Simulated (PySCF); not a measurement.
Computed shifts of a molecule C₄H₉NSi, PBE0/pcSseg-1 in PySCF, GIAO, gas phase, atoms alike by connectivity averaged where their shifts nearly agree, in ppm (number of nuclei): ²⁹Si: -53.7 (1). ¹⁵N: 19.7 (1). ¹³C: 139.3 (2), 63.1 (2). ¹H: 6.28 (2), 4.96 (3), 4.36 (4). References: ²⁹Si against TMS (σ = 352.7 ppm); ¹⁵N against NH3 (σ = 267.4 ppm); ¹³C against TMS (σ = 186.3 ppm); ¹H against TMS (σ = 31.56 ppm), references at their B3LYP-D3(BJ)/def2-TZVP geometries, non-relativistic. The structure is a stationary point at r2SCAN-D4/def2-SVP. Other conformers were not sampled.

**Question.** Which structure fits?
(A) C=C[SiH](N)C=C
(B) [SiH3]N1CC=CC1
(C) NCC=C=C[SiH3]
(D) N[SiH]1CC=CC1

**Answer.** B, [SiH3]N1CC=CC1
